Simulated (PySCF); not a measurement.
**Correlation energy of As(2+) (arsenic, charge +2)**

[Ar] 3d10 4s2 4p1, 2P determinant. All numbers are calculated (PySCF 2.14, scalar relativity through the core potential, in cc-pVDZ-PP with ECP10MDF (4s3p2d, 23 functions)). Frozen: 3s2 3p6 3d10; 3 electrons correlated.

MP2 pair energies summed by pair of shells (mhartree):

```csv
pair,energy,share (%)
4s-4s,-19.16,58.6
4s-4p,-13.54,41.4
```

Total MP2 correlation energy: -32.70 mhartree.

Same-spin part -2.10 and opposite-spin part -30.60 mhartree; SCS-MP2 scales them by 1/3 and 6/5 to -37.42 mhartree.

| level | correlation energy (mhartree) |
| --- | --- |
| CCSD | -48.11 |
| (T) | -0.39 |
| CCSD(T) | -48.50 |

Diagnostics: T1 = 0.0077, D1 = 0.0187, largest double amplitude 0.097.

Cost of the coupled-cluster step: 0.06 s of wall time on 1 thread of Neoverse-V2 (shared host), for 3 correlated electrons.
